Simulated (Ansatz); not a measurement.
Program: Ansatz. Geometries: PBE0-D4/def2-TZVP. ΔE: electronic, gas phase. CCSD(T)/CBS adds triple-zeta CCSD(T) − MP2 to the extrapolated MP2 energy (def2 sets, frozen cores). DFT in def2-TZVPP. B3LYP here is the variant with VWN-RPA as its local correlation; programs differ in this. def2 core potentials past Kr. For I, Sn, Ti outer-core shells are correlated without core-valence functions, which leaves a few kJ/mol of doubt a bond. Scalar relativity is left out up to krypton. Each species was taken in one conformer, which may not be the lowest.

Reaction (redistribution): `[OH][Ti]([OH])([OH])[Cl]` + `[Cl][Sn]([Cl])([Cl])[I]` → `[OH][Ti]([OH])([OH])[I]` + tin tetrachloride

`[OH][Ti]([OH])([OH])[Cl]`:

Z-matrix (Å, degrees):
```
Ti
O 1 1.786
O 1 1.781 2 109.3
O 1 1.780 2 108.5 3 121.6
Cl 1 2.220 2 110.9 3 -119.4
H 2 0.959 1 129.5 3 23.3
H 3 0.957 1 135.9 2 128.1
H 4 0.958 1 134.3 2 147.1
```

`[Cl][Sn]([Cl])([Cl])[I]`:

Cartesian coordinates in Å:
```
Cl 1.688 1.344 -0.822
Sn -0.009 0.016 -0.029
Cl -1.849 1.347 0.311
Cl -0.534 -1.512 -1.661
I 0.704 -1.194 2.201
```

`[OH][Ti]([OH])([OH])[I]`:

Cartesian coordinates in Å:
```
O -0.409 0.042 1.687
Ti -0.177 0.036 -0.073
O -0.369 1.700 -0.683
O 1.405 -0.609 -0.553
I -1.988 -1.530 -1.098
H -0.619 -0.616 2.351
H 0.046 2.126 -1.435
H 2.111 -1.148 -0.197
```

`[Cl][Sn]([Cl])([Cl])[Cl]`:

Cartesian coordinates in Å:
```
Cl -1.082 1.564 -1.271
Sn 0.000 0.000 0.000
Cl 0.502 -1.819 -1.294
Cl 1.931 0.899 0.835
Cl -1.351 -0.644 1.730
```

| level | ΔE (kcal/mol) |
| --- | --- |
| BLYP-D4 | 8.5 |
| CAM-B3LYP-D4 | 8.2 |
| PBE-QIDH | 6.8 |
| r2SCAN | 7.7 |
| B3LYP | 8.3 |
| BHLYP | 8.2 |
| LC-ωPBE | 7.4 |
| HF/def2-TZVPP | 7.8 |

Q: What does CCSD(T)/CBS give? (Estimate.)

A: Ansatz gave: +8.0 kcal/mol. The listed levels differ from it by 0.5, 0.2, -1.2, -0.3, 0.3, 0.2, -0.6, -0.2 kcal/mol.

Largest T1 diagnostic among the species: 0.024, so the coupled-cluster value is less sure than usual.

In def2-TZVPP, CCSD(T) changes the Hartree–Fock value by −1.6 kcal/mol (the triples alone add −0.8 kcal/mol) and MP2 by −1.8 kcal/mol. At CCSD(T), def2-SVP lies −2.3 kcal/mol from the extrapolated value and def2-TZVPP −1.7 kcal/mol.
